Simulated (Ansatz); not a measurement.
System: AlH4 (charge -1, singlet). 
Structure (B3LYP-D3(BJ)/def2-TZVP (Ansatz, an electronic-structure program) minimum search):
SMILES: [AlH4-]
```xyz
5

Al     0.0000     0.0000     0.0000
H      1.1863    -0.2312     1.1097
H     -1.1818     0.9346     0.6495
H     -0.6289    -1.4506    -0.4386
H      0.6245     0.7472    -1.3206
```
Charge -1, spin multiplicity 1.

Basis-set convergence of Hartree-Fock and MP2 correlation energies (hartree) with Ansatz. Cores are frozen in the correlated levels unless marked. No spin-orbit coupling. Non-relativistic. This anion needs diffuse functions, which these sets lack.

```csv
basis,functions,E(HF),"E(corr, MP2)"
def2-SVP,38,-244.15795,-0.10125
def2-TZVPP,98,-244.24539,-0.12858
def2-QZVPP,190,[?],[?]
```

Complete the blanks.


- def2-QZVPP, E(HF): -244.25383
- def2-QZVPP, E(corr, MP2): -0.13762
